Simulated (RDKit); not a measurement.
A run for RDKit: UFF on C2H6Se (a complex), monomers drawn apart or pushed together.

```python
from rdkit import Chem
from rdkit.Chem import AllChem, rdDetermineBonds

blocks = [
'''6

C    -0.30346475    0.63998212   -0.06601888
C     0.10920536   -0.61537879    0.03457647
H    -1.34818959    0.88666125   -0.21210950
H     0.38531656    1.47332030   -0.00289293
H     1.15309053   -0.86200671    0.18418310
H    -0.58039115   -1.44876279   -0.02491021
''',
'''3

Se    0.43360131    0.51440033    3.97187531
H    -0.93495046    0.05191133    3.71221897
H     0.18863504    0.55798262    5.42431970
''',
]
mol = None
for b in blocks:
    f = Chem.MolFromXYZBlock(b)
    rdDetermineBonds.DetermineBonds(f, charge=0)
    mol = f if mol is None else Chem.CombineMols(mol, f)
Chem.SanitizeMol(mol)
print(Chem.MolToSmiles(Chem.RemoveHs(mol)))
ff = AllChem.UFFGetMoleculeForceField(mol, vdwThresh=100.0, ignoreInterfragInteractions=False)
e = ff.CalcEnergy()
print(f'UFF energy {e:.6f} kcal/mol')
```

It printed:

```
C=C.[SeH2]
UFF energy 1.386542 kcal/mol
```

The run finished.

Cost: roughly 0.05 core-seconds.
